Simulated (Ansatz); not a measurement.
Species: H3Ge, SMILES `[GeH3]` (charge 0, multiplicity 2), formula H3Ge.

**Question.** How many basis functions does frozen-core CCSD(T)/cc-pVTZ // B3LYP-D3(BJ)/def2-TZVP (Ansatz, a program for electronic structure) use, how many core orbitals are frozen, and how many electrons are correlated?

**Answer.** 85 basis functions and 9 frozen orbitals, which leaves 17 correlated electrons (filled d shells below the valence shell are correlated). Core time is of the order of seconds.
